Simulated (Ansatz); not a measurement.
Ge(CCH)2Me2 (C₆H₈Ge), relaxed as a singlet with RKS PBE0-D4/def2-SVP in Ansatz, starting from the GFN2-xTB geometry. Force threshold 0.02 eV/Å.

Start:

```xyz
15

Ge    0.031   -0.055    0.017
C     0.855    1.654   -0.227
C     1.385    2.723   -0.378
H     1.848    3.659   -0.508
C    -1.826    0.209   -0.356
C    -2.999    0.342   -0.587
H    -4.024    0.474   -0.791
C     0.252   -0.632    1.896
H    -0.276   -1.566    2.068
H    -0.142    0.115    2.580
H     1.304   -0.784    2.124
C     0.788   -1.347   -1.274
H     1.858   -1.454   -1.116
H     0.625   -1.016   -2.296
H     0.323   -2.322   -1.151
```

| step | energy (eV) | largest force component (eV/Å) | SCF passes |
| --- | --- | --- | --- |
| 1 | -62840.8960 | 1.597 | 15 |
| 2 | -62840.9774 | 0.247 | 21 |
| 3 | -62840.9805 | 0.050 | 22 |
| 4 | -62840.9807 | 0.021 | 15 |
| 5 | -62840.9809 | 0.002 | 22 |

Force components are those of the run's own axes.

End:

Cartesian coordinates in Å:
```
Ge 0.0287 -0.0540 0.0171
C 0.8738 1.6415 -0.2234
C 1.4400 2.7082 -0.3688
H 1.9340 3.6548 -0.4992
C -1.8309 0.1795 -0.3489
C -3.0203 0.2960 -0.5761
H -4.0709 0.4065 -0.7784
C 0.2481 -0.6191 1.8636
H -0.2656 -1.5774 2.0274
H -0.1790 0.1326 2.5419
H 1.3160 -0.7405 2.0959
C 0.7733 -1.3227 -1.2529
H 1.8521 -1.4420 -1.0769
H 0.6193 -0.9635 -2.2799
H 0.2816 -2.2998 -1.1413
```

By distances, no bond broke or formed. The bond that changes most is Ge1–C12, from 1.98 to 1.94 Å (atoms count from 1).

No frequencies were taken in this run, so the end may be a saddle point.

It took 22 s on 2 threads of AMD EPYC 7R13 on a shared host.
